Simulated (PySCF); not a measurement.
Species: C₃H₈F₄S₂Si₂.
Atom-mapped SMILES: `[CH3:1][S:2][SiH2:3][S:4][Si@H:5]([F:6])[CH2:7][C:8]([F:9])([F:10])[F:11]` (hydrogens: H12, H13, H14 on C1; H15, H16 on Si3; H17 on Si5; H18, H19 on C7)

Computed by this run: PySCF, PBE0-D3(BJ)/def2-SVP geometry optimisation, gas phase; density fitting, grid level 1; the optimiser is geomeTRIC in internal coordinates, started from a GFN2-xTB structure.

Step 0: E = -51489.2515 eV
```
atom  x, y, z in Å  |  force x, y, z in eV/Å
C1      4.0302   -1.3401    0.6350   -0.136   0.548  -0.473
S2      3.9496   -0.4337   -0.9479    0.044  -0.155  -0.225
Si3     2.1372    0.6577   -0.7385    0.047  -0.873   0.514
S4      0.6492   -0.6634    0.1424    0.098  -0.234   0.015
Si5    -1.1234    0.3926   -0.3332    0.265  -0.216   0.973
F6     -0.8116    1.9702   -0.2301    0.195   0.668   0.030
C7     -2.3760   -0.0142    1.0289   -0.240   0.217  -0.838
C8     -3.7559    0.2963    0.5419   -1.136   0.013  -0.102
F9     -3.9024    1.5826    0.1876    0.313  -0.029   0.083
F10    -4.0849   -0.4272   -0.5442    0.247  -0.059   0.126
F11    -4.7074    0.0482    1.4558    0.289  -0.027   0.049
H12     4.2198   -0.6419    1.4432    0.100   0.176   0.468
H13     3.0962   -1.8692    0.7925   -0.322  -0.327   0.178
H14     4.8527   -2.0408    0.5452    0.334  -0.310  -0.016
H15     1.7172    1.0071   -2.0782   -0.174   0.408  -0.727
H16     2.2731    1.7715    0.1870    0.055   0.630   0.289
H17    -1.5876    0.1911   -1.6868   -0.311  -0.241  -0.624
H18    -2.3471   -1.0663    1.3060    0.083  -0.398   0.067
H19    -2.1940    0.5795    1.9249    0.249   0.210   0.212
```

Step 1: E = -51489.3967 eV
```
atom  x, y, z in Å  |  force x, y, z in eV/Å
C1      4.0709   -1.3064    0.6459   -0.008  -0.141  -0.003
S2      3.8812   -0.5777   -1.0132   -0.052   0.079   0.042
Si3     2.1255    0.5880   -0.7150    0.042   0.043  -0.095
S4      0.6225   -0.7152    0.1551   -0.010   0.056   0.000
Si5    -1.0985    0.4351   -0.3287   -0.227  -0.142  -0.016
F6     -0.7196    2.0157   -0.2091   -0.016  -0.094   0.025
C7     -2.4205   -0.0215    0.9325    0.046   0.116   0.110
C8     -3.8410    0.3067    0.5482    0.493   0.035   0.097
F9     -3.9588    1.6078    0.2500   -0.152  -0.052  -0.039
F10    -4.2275   -0.3941   -0.5217   -0.121   0.037   0.005
F11    -4.6868    0.0383    1.5441   -0.136   0.021  -0.090
H12     4.2785   -0.5502    1.4157    0.008   0.030  -0.031
H13     3.1726   -1.8824    0.9159    0.064   0.021   0.028
H14     4.9239   -1.9971    0.5800   -0.027   0.045   0.030
H15     1.7187    1.0649   -2.0644   -0.048  -0.026  -0.028
H16     2.3210    1.7590    0.1834    0.056  -0.055   0.080
H17    -1.5799    0.2017   -1.7089    0.069   0.072  -0.080
H18    -2.3658   -1.0979    1.1611    0.054   0.034  -0.030
H19    -2.1815    0.5253    1.8605   -0.036  -0.080  -0.004
```

Step 2: E = -51489.4131 eV
```
atom  x, y, z in Å  |  force x, y, z in eV/Å
C1      4.1135   -1.2902    0.6475   -0.003   0.012   0.006
S2      3.8644   -0.6003   -1.0223   -0.023  -0.007   0.006
Si3     2.1064    0.5568   -0.7160    0.012   0.033  -0.036
S4      0.5970   -0.7499    0.1388   -0.010   0.003   0.004
Si5    -1.1181    0.4152   -0.3304   -0.045  -0.062  -0.057
F6     -0.7177    1.9855   -0.1762    0.002   0.020   0.018
C7     -2.4347   -0.0304    0.9328   -0.064   0.099   0.050
C8     -3.8443    0.3317    0.5469   -0.057   0.037  -0.018
F9     -3.9568    1.6350    0.2589    0.086   0.027   0.020
F10    -4.2491   -0.3428   -0.5333    0.048  -0.099  -0.103
F11    -4.7173    0.0678    1.5207    0.005  -0.028   0.105
H12     4.3307   -0.5042    1.3841   -0.001   0.011  -0.006
H13     3.2393   -1.8743    0.9679    0.000   0.005  -0.001
H14     4.9792   -1.9622    0.5784    0.006   0.013  -0.007
H15     1.6856    1.0441   -2.0593   -0.002  -0.018   0.005
H16     2.3188    1.7057    0.2075    0.028  -0.038   0.042
H17    -1.5809    0.2312   -1.7266    0.022   0.022   0.000
H18    -2.3927   -1.1105    1.1408   -0.011  -0.006  -0.023
H19    -2.1883    0.4917    1.8713    0.007  -0.025  -0.005
```

Problem. Estimate the geometry and energy of step 3. (The exact step hangs on the optimiser's Hessian estimate; all steps are aligned on step 2, rigid shifts and turns removed.)

Solution. E = -51489.4187 eV, largest force 0.072 eV/Å
```
atom  x, y, z in Å  |  force x, y, z in eV/Å
C1      4.1441   -1.2678    0.6478    0.012   0.070   0.011
S2      3.8422   -0.6389   -1.0371   -0.005  -0.037  -0.029
Si3     2.0912    0.5208   -0.7167   -0.011   0.013  -0.003
S4      0.5702   -0.7811    0.1268   -0.008  -0.013   0.003
Si5    -1.1328    0.4075   -0.3278    0.047  -0.011  -0.024
F6     -0.7125    1.9684   -0.1370    0.013   0.056   0.005
C7     -2.4529   -0.0372    0.9303    0.000  -0.005   0.020
C8     -3.8512    0.3490    0.5415   -0.061   0.004   0.004
F9     -3.9371    1.6585    0.2722   -0.005  -0.017   0.002
F10    -4.2507   -0.3086   -0.5540   -0.003  -0.007  -0.001
F11    -4.7342    0.0829    1.5080    0.015   0.003  -0.019
H12     4.3738   -0.4493    1.3444   -0.005  -0.003   0.009
H13     3.2876   -1.8475    1.0179   -0.017  -0.008  -0.007
H14     5.0168   -1.9299    0.5788    0.012  -0.006  -0.007
H15     1.6624    1.0198   -2.0531    0.013   0.002   0.014
H16     2.3283    1.6473    0.2283    0.007  -0.018   0.017
H17    -1.5824    0.2672   -1.7335   -0.008  -0.005   0.020
H18    -2.4270   -1.1216    1.1154   -0.013  -0.022  -0.011
H19    -2.2009    0.4605    1.8794    0.019   0.004  -0.004
```

The energy changes by -0.0056 eV. The first-order estimate −F·Δx gives -0.0098 eV and the mean of the old and new forces, exact on a quadratic surface, -0.0060 eV. The step makes an angle of 80° with the force vector and moves no atom by more than 0.080 Å.

The cost below is that of the whole optimisation. Hardware: AMD EPYC 7R43, one thread, no GPU, shared host with 256 logical CPUs at a one-minute load of 186. Cost: 7.2 min of wall time, 0.99 GiB resident at most.
